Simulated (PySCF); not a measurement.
NMR data simulated for an unnamed compound:

¹H NMR (500 MHz, computed): δ 4.68 (s, 6H), 4.63 (s, 1H), 2.01 (s, 3H), 1.55 (br s, 1H).

¹³C{¹H} NMR (computed): δ 114.1 (C), 84.8 (C), 5.5 (CH3).

PySCF 2.14 calculation with σ from GIAO-PBE0/pcSseg-1 and structure optimised with PBE0-D3(BJ)/def2-SVP; relativity neglected, one computed conformer, one averaged value for each set of equivalent atoms, gas phase.

References, each an isolated molecule treated in the same way: ¹H (σref 31.27) and ¹³C (σref 184.41) vs TMS.

**Question.** Which of these does the molecule contain: a C≡C triple bond, an aldehyde, a nitrile, an amide, an OH group, a Si–H bond?

**Answer.** 
- A C≡C triple bond: yes (δC 114.1, 84.8).
- An aldehyde: no.
- A nitrile: no.
- An amide: no.
- An OH group: yes (δH 1.55 (br s)).
- A Si–H bond: yes (δH 4.63 (s)).

The data belong to SMILES N([Si@@H](C#CC)O)([SiH3])[SiH3], C$_{3}$H$_{11}$NOSi$_{3}$; they needn't prove each group on their own.

Carbon signals by region: 1 in the sp2 and nitrile region (100–160 ppm), 1 at 50–100 ppm, 1 below 50 ppm.

OH and NH positions are those of a molecule without intermolecular hydrogen bonds; in solution they move with solvent, concentration and temperature, and exchange usually removes their couplings. Shifts are as computed. Against solution values, carbons near 30 ppm lie about +2 ppm off and those near 130 ppm about +5 ppm. Of 1309 compounds with measured shifts, 239 miss one by over three times the rms of a fit or turn the order of signals round; such compounds aren't used in these exercises. No couplings were computed; multiplicities are counted from neighbouring protons, with m where these are inequivalent, close in shift, in a saturated or five-membered ring or joined by F or P, and br s for small geminal =CH2 splittings.
